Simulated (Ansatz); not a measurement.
CH7FGeO2Si (`CO[SiH](F)[O][GeH3]`), relaxed with RKS PBE0-D4/def2-TZVP in Ansatz from a PBE-D4/def2-SVP geometry. The force threshold is 0.005 eV/Å; the program also tests the step.

The species carries charge 0 and has multiplicity 1.

Start:

```xyz
13

C    -0.061   -0.932   -2.070
O     0.220   -0.510   -0.746
Si    0.599    1.042   -0.277
F    -0.497    2.049   -0.956
O     0.507    1.073    1.364
Ge   -0.403   -0.056    2.458
H    -0.853   -0.311   -2.543
H     0.844   -0.894   -2.718
H    -0.413   -1.983   -2.039
H     1.941    1.502   -0.735
H    -1.854   -0.214    1.934
H     0.344   -1.412    2.491
H    -0.374    0.646    3.836
```

| step | energy (eV) | largest force (eV/Å) | largest move (Å) |
| --- | --- | --- | --- |
| 1 | -72347.6160 | 1.221 | 0.000 |
| 2 | -72347.7023 | 0.732 | 0.036 |
| 3 | -72347.7304 | 0.101 | 0.033 |
| 4 | -72347.7313 | 0.116 | 0.031 |
| 5 | -72347.7330 | 0.047 | 0.035 |
| 6 | -72347.7344 | 0.030 | 0.050 |
| 7 | -72347.7348 | 0.026 | 0.050 |
| 8 | -72347.7349 | 0.034 | 0.022 |
| 9 | -72347.7350 | 0.015 | 0.012 |
| 10 | -72347.7351 | 0.004 | 0.003 |

End:

```xyz
13

C    -0.040   -0.904   -2.138
O     0.155   -0.528   -0.792
Si    0.554    0.963   -0.277
F    -0.485    2.003   -0.896
O     0.478    0.971    1.327
Ge   -0.404   -0.028    2.515
H    -0.852   -0.330   -2.595
H     0.871   -0.758   -2.729
H    -0.302   -1.962   -2.161
H     1.886    1.387   -0.740
H    -1.856   -0.187    2.044
H     0.309   -1.383    2.614
H    -0.315    0.757    3.828
```

Run time 20 s (3 threads of an AMD EPYC 7R13 on a shared host and a share of an NVIDIA H100 80 GB); peak host memory 0.93 GiB.
